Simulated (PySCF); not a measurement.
Steps of a relaxation of Pb(NH2)4

Pb(NH2)4 (singlet; a saddle point, relaxed within its symmetry). PySCF 2.14.0, RKS PBE0, Pb def2-SVP with ECP60, N def2-SVP, H def2-SVP; non-relativistic Hamiltonian with scalar-relativistic core potentials where named; density fitting; no spin-orbit coupling. Origin of the start: template. Columns: position (Å) and force (eV/Å). Energies are counted from the last step; some of the 16 steps are shown. Forces carry noise of the integration grid, about 0.01 to 0.03 eV/Å.

Run from Python with OMP_NUM_THREADS=2. Where DIIS fails, smearing, a level shift and second-order steps follow.
It took 96 s on 2 threads of Arm Neoverse V1, with other jobs on the host, from the converged density of the start.

```xyz
13
step 0  E = 1.090 eV
Pb    0.0000    0.0000    0.0000     0.00    0.00    0.00
N     1.1639    1.1639    1.1639     1.28    1.57    1.57
H     1.5046    0.9177    2.0915    -0.25   -0.20   -0.29
H     1.5046    2.0915    0.9177    -0.25   -0.29   -0.20
N    -1.1639   -1.1639    1.1639    -1.28   -1.57    1.57
H    -1.5046   -0.9177    2.0915     0.25    0.20   -0.29
H    -1.5046   -2.0915    0.9177     0.25    0.29   -0.20
N     1.1639   -1.1639   -1.1639     1.28   -1.57   -1.57
H     1.5046   -2.0915   -0.9177    -0.25    0.29    0.20
H     1.5046   -0.9177   -2.0915    -0.25    0.20    0.29
N    -1.1639    1.1639   -1.1639    -1.28    1.57   -1.57
H    -1.5046    2.0915   -0.9177     0.25   -0.29    0.20
H    -1.5046    0.9177   -2.0915     0.25   -0.20    0.29
```

```xyz
13
step 5  E = 0.401 eV
Pb    0.0000    0.0000    0.0000     0.00    0.00    0.00
N     1.0271    1.3527    1.3527    -0.19    0.01    0.01
H     1.5440    0.8924    2.1226    -0.13    0.41   -0.85
H     1.5440    2.1226    0.8924    -0.13   -0.85    0.41
N    -1.0271   -1.3527    1.3527     0.19   -0.01    0.01
H    -1.5440   -0.8924    2.1226     0.13   -0.41   -0.85
H    -1.5440   -2.1226    0.8924     0.13    0.85    0.41
N     1.0271   -1.3527   -1.3527    -0.19   -0.01   -0.01
H     1.5440   -2.1226   -0.8924    -0.13    0.85   -0.41
H     1.5440   -0.8924   -2.1226    -0.13   -0.41    0.85
N    -1.0271    1.3527   -1.3527     0.19    0.01   -0.01
H    -1.5440    2.1226   -0.8924     0.13   -0.85   -0.41
H    -1.5440    0.8924   -2.1226     0.13    0.41    0.85
```

```xyz
13
step 10  E = 0.027 eV
Pb    0.0000    0.0000    0.0000     0.00    0.00    0.00
N     0.9533    1.3609    1.3609     0.11    0.07    0.07
H     1.5666    0.8479    1.9956    -0.03   -0.10    0.02
H     1.5666    1.9956    0.8479    -0.03    0.02   -0.10
N    -0.9533   -1.3609    1.3609    -0.11   -0.07    0.07
H    -1.5666   -0.8479    1.9956     0.03    0.10    0.02
H    -1.5666   -1.9956    0.8479     0.03   -0.02   -0.10
N     0.9533   -1.3609   -1.3609     0.11   -0.07   -0.07
H     1.5666   -1.9956   -0.8479    -0.03   -0.02    0.10
H     1.5666   -0.8479   -1.9956    -0.03    0.10   -0.02
N    -0.9533    1.3609   -1.3609    -0.11    0.07   -0.07
H    -1.5666    1.9956   -0.8479     0.03    0.02    0.10
H    -1.5666    0.8479   -1.9956     0.03   -0.10   -0.02
```

**Question.** Where does the relaxation end?

**Answer.** It converges at step 15 in D2d:
```xyz
13
step 15  E = 0
Pb    0.0000    0.0000    0.0000
N     1.0583    1.3268    1.3268
H     1.6752    0.7610    1.9136
H     1.6752    1.9136    0.7610
N    -1.0583   -1.3268    1.3268
H    -1.6752   -0.7610    1.9136
H    -1.6752   -1.9136    0.7610
N     1.0583   -1.3268   -1.3268
H     1.6752   -1.9136   -0.7610
H     1.6752   -0.7610   -1.9136
N    -1.0583    1.3268   -1.3268
H    -1.6752    1.9136   -0.7610
H    -1.6752    0.7610   -1.9136
```

**Question.** How did the contacts change?

**Answer.** 
```
      contact  start (Å)  end (Å)
 Pb1–N2 (NH2)      2.016    2.154
 Pb1–N5 (NH2)      2.016    2.154
 Pb1–N8 (NH2)      2.016    2.154
Pb1–N11 (NH2)      2.016    2.154
```
